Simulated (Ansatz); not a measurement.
Born–Oppenheimer molecular dynamics of F4H5PW (11 atoms, charge 0, multiplicity 1). It starts at the highest image of a converged band. Of that band: Neighbouring images differ by up to 1.2 eV, so the band resolves the path poorly. A vibrational analysis at the climbing image gives one clearly imaginary mode, 152i cm⁻¹: a first-order saddle point.

Method: RKS PBE/def2-SVP in Ansatz.

```yaml
ensemble: NVE (velocity Verlet)
time_step: 0.5 fs
steps_asked: 200
starting_velocities_drawn_for: 100 K
seed: 11261
```

First frame:

```xyz
11
Properties=species:S:1:pos:R:3
W 0.331 0.177 -0.213
F -0.234 0.247 2.434
F 2.043 -0.635 -0.524
F -0.503 1.802 -0.627
H -1.276 -0.062 0.324
F 0.080 -1.660 0.196
H 0.385 0.133 -1.904
P 1.775 1.766 1.187
H 3.022 1.065 1.125
H 2.063 2.711 0.145
H 0.312 1.016 2.615
```

How far do the bonds stretch over the last three quarters of this one trajectory? (Pairs bonded in most of those frames.)


```tsv
bond	mean (Å)	spread (Å)	shortest	longest
W1–F2	2.657	0.048	2.55	2.71
W1–F3	1.894	0.016	1.88	1.92
W1–F4	1.896	0.014	1.87	1.91
W1–H5	1.716	0.013	1.69	1.74
W1–F6	1.881	0.019	1.85	1.91
W1–H7	1.692	0.031	1.65	1.74
W1–P8	2.594	0.024	2.57	2.64
F2–H11	0.966	0.013	0.94	0.99
P8–H9	1.435	0.006	1.42	1.45
P8–H10	1.433	0.013	1.41	1.45
```

Mean temperature of the second half: 313 K. The conserved energy stayed within 0.037 meV per atom of its start (net change 0.015 meV per atom), so the integration is sound. The kinetic energy rose, since the run started high on the potential surface and went downhill. A run of 0.1 ps of so small a system gives no equilibrium averages. The orbitals stay closed-shell, which can raise the energy where a bond breaks towards radicals; this wasn't checked here.

Time of the run: 6.8 min on 4 threads of Arm Neoverse V1, with other jobs on the host, peak memory 0.2 GiB.
